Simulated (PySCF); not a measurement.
These compounds are isomers of formula C8H9O2P.

A. SMILES p1c(C(OC)=O)cccc1C
B. `C(OC)(=O)c1ccc(C)cp1`
C. SMILES COc1cc(C)cc(C=O)p1
D. SMILES O=C(C)c1pcoc1C1CC1

Spectrum 1. ¹H NMR (500 MHz, computed): δ 8.47 (m, 1H), 4.54 (m, 1H), 2.78 (s, 3H), 1.13 (m, 2H), 1.09 (m, 2H). ¹³C{¹H} NMR (computed): δ 198.9 (C), 183.8 (CH), 180.0 (C), 137.9 (C), 34.6 (CH3), 14.0 (CH), 13.7 (CH2).

Spectrum 2. ¹H NMR (500 MHz, computed): δ 10.23 (m, 1H), 8.72 (m, 1H), 7.69 (m, 1H), 4.26 (s, 3H), 2.73 (s, 3H). ¹³C{¹H} NMR (computed): δ 205.4 (C), 196.3 (CH), 170.5 (C), 148.9 (C), 135.6 (CH), 131.9 (CH), 60.3 (CH3), 26.0 (CH3).

Spectrum 3. ¹H NMR (500 MHz, computed): δ 8.83 (m, 1H), 8.12 (m, 1H), 7.90 (m, 1H), 4.11 (s, 3H), 2.93 (m, 3H). ¹³C{¹H} NMR (computed): δ 182.8 (C), 173.4 (C), 166.4 (C), 142.3 (CH), 139.7 (CH), 134.8 (CH), 53.3 (CH3), 27.8 (CH3).

Spectrum 4. ¹H NMR (500 MHz, computed): δ 9.02 (m, 1H), 8.94 (m, 1H), 7.71 (m, 1H), 4.10 (s, 3H), 2.67 (s, 3H). ¹³C{¹H} NMR (computed): δ 173.5 (C), 166.5 (CH), 162.9 (C), 151.9 (C), 142.6 (CH), 135.4 (CH), 53.3 (CH3), 28.0 (CH3).

PySCF 2.14.0 with density-fitted response routines calculation with NMR shieldings at PBE0/pcSseg-1/GIAO and coordinates at the GFN2-xTB level; gas phase, one averaged value for each set of equivalent atoms, non-relativistic Hamiltonian, single conformer.

Chemical shifts δ = σref − σ; ¹H, ¹³C against TMS, all at this level. Splittings of carbon signals by F and P are missing where no couplings were computed. Where no couplings were computed, multiplicities follow the n + 1 count of equivalent neighbours, and m marks all less simple cases (inequivalent or close neighbours, rings, F or P nearby). Shifts are as computed. Against solution values, carbons near 30 ppm lie about +3 ppm off and those near 130 ppm about +5 ppm. Of 1211 compounds with measured shifts, 218 miss one by over three times the rms of a fit or turn the order of signals round; such compounds aren't used in these exercises.

Q: Match each spectrum to its structure.

A: 1–D, 2–C, 3–A, 4–B.

- Spectrum 1 (D): 7 ¹³C signals; δC 198.9 is a ketone carbonyl carbon; δC 34.6 is a methyl carbon α to a carbonyl.
- Spectrum 2 (C): 8 ¹³C signals; δC 205.4 is an aromatic carbon bearing oxygen; δC 196.3 is an aldehyde carbonyl carbon.
- Spectrum 3 (A): 8 ¹³C signals; δC 173.4 is an ester carbonyl carbon; δC 139.7 is an aromatic CH.
- Spectrum 4 (B): 8 ¹³C signals; δC 173.5 is an ester carbonyl carbon; δC 135.4 is an aromatic CH.
